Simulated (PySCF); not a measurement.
C₇H₇N.
Cartesian coordinates in Å at the PBE0-D3(BJ)/def2-SVP level; atoms count from 1:
```xyz
15
C7H7N angstrom
C      3.294    0.419   -0.711
C      2.221   -0.049   -0.055
C      0.855    0.258   -0.420
C     -0.224   -0.206    0.245
C     -1.609    0.089   -0.102
C     -2.668   -0.386    0.587
C     -1.842    0.932   -1.246
N     -2.008    1.610   -2.171
H      3.186    1.074   -1.581
H      4.310    0.163   -0.402
H      2.364   -0.704    0.812
H      0.705    0.908   -1.291
H     -0.087   -0.854    1.116
H     -3.692   -0.144    0.297
H     -2.516   -1.028    1.457
```

Method: TDDFT CAM-B3LYP/def2-SVPD, vertical, gas phase, core orbitals frozen in the response in PySCF.

Kohn–Sham orbitals with the atoms that hold most of them (Löwdin shares over 4%, at most four atoms; ? is withheld):

```csv
orbital,ε (eV),atoms
HOMO-3,-11.26,"C3 20%, C2 19%, N8 15%, C4 13%"
HOMO-2,-11.24,"N8 48%, C7 37%, C5 4%"
HOMO-1,-10.01,?
HOMO,-7.98,"C1 18%, C4 18%, C3 16%, C6 15%"
LUMO,-1.16,?
LUMO+1,0.57,"N8 15%, C4 15%, C5 13%, C1 12%"
LUMO+2,1.30,"C6 30%, H15 15%, C4 12%, H13 11%"
```

Task: Give the leading atoms of the LUMO.

Result: C6 (bonded to C and 2 H) 25%; C5 (bonded to 3 C) 14%; C3 (bonded to 2 C and H) 13%; C1 (bonded to C and 2 H) 12%.

Task: Give the leading atoms of the HOMO-1.

Result: N8 (bonded to C) 18%; C5 (bonded to 3 C) 16%; C6 (bonded to C and 2 H) 15%; C2 (bonded to 2 C and H) 13%. By element: carbon 44% or more, nitrogen 18%.

Task: How does S1 compare with the orbital gap of 6.83 eV?

Result: S1 is at 4.74 eV (f = 0.888), 2.08 eV below the gap, made of HOMO→LUMO (97%). 

Task: One configuration dominates each of S1, S2 and S3. Which, and how do the shares of the two leading atoms of either orbital change from the occupied to the empty one?

Result: 
- S1 (4.74 eV, f 0.888), HOMO→LUMO (97%): C1 18% → 12%, C4 18% → at most 13%, C6 15% → 25%, C5 at most 15% → 14%
- S2 (5.93 eV, f 0.142), HOMO→LUMO+1 (92%): C1 18% → 12%, C4 18% → 15%, N8 at most 15% → 15%
- S3 (6.30 eV, f 0.068), HOMO-1→LUMO (86%): N8 18% → at most 13%, C5 16% → 14%, C6 15% → 25%

Time: 88 s of wall time; peak memory 1.0 GiB. Hardware: one thread, AMD EPYC (x86_64) (shared host).

One conformer stands for the species.
